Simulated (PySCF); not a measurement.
Two species compared at the same levels of theory.

First species: C5H11NOSi.
SMILES with atom numbers: `[CH3:1][C:2](=[O:3])[NH:4][CH:5]1[CH2:6][SiH2:7][CH2:8]1` (hydrogens: H9, H10, H11 on C1; H12 on N4; H13 on C5; H14, H15 on C6; H16, H17 on Si7; H18, H19 on C8)

Second species: C₁₀H₉F.
Numbering: `[F:1][C@H:2]1[CH:3]=[CH:4][c:5]2[cH:6][cH:7][cH:8][cH:9][c:10]2[CH2:11]1` (hydrogens: H12 on C2; H13 on C3; H14 on C4; H15 on C6; H16 on C7; H17 on C8; H18 on C9; H19, H20 on C11)

Levels: PBE0/pcSseg-1 for dipole moment, HOMO energy, LUMO energy and HOMO–LUMO gap; GFN2-xTB for rotational constant A and rotational constant C. Geometries: GFN2-xTB. Each species is one conformer at its optimised geometry, gas phase, non-relativistic unless stated; the electronic structure was computed with PySCF and density fitting.

Dipoles, sizes and rotational constants follow the conformer. The torsions of the flexible species, by atom-mapped SMILES:
- `[CH3:1][C:2](=[O:3])[NH:4][CH:5]1[CH2:6][SiH2:7][CH2:8]1`: C1–C2–N4–C5 180°, C2–N4–C5–C6 -122°

Values for the first species:

```
Dipole moment         : 3.73 D
HOMO energy           : -7.18 eV
LUMO energy           : 0.23 eV
HOMO–LUMO gap         : 7.41 eV
Rotational constant A : 4.851 GHz
Rotational constant C : 0.765 GHz
```

(1) Estimate the same properties for the second species, and the change in each.

Answers

(1) 
```csv
property,first,second,second less first
dipole moment,3.73 D,1.86 D,-1.87 D
HOMO energy,-7.18 eV,-6.68 eV,+0.50 eV
LUMO energy,0.23 eV,-1.22 eV,-1.45 eV
HOMO–LUMO gap,7.41 eV,5.46 eV,-1.95 eV
rotational constant A,4.851 GHz,2.337 GHz,-2.514 GHz
rotational constant C,0.765 GHz,0.722 GHz,-0.043 GHz
```

On the first: In atomic units the dipole is 1.47 e·bohr (1 au = 2.5417 D).

On the second: A dipole of 1.86 D is allowed in C1, and pure rotational transitions are dipole-allowed. In atomic units the dipole is 0.73 e·bohr (1 au = 2.5417 D).
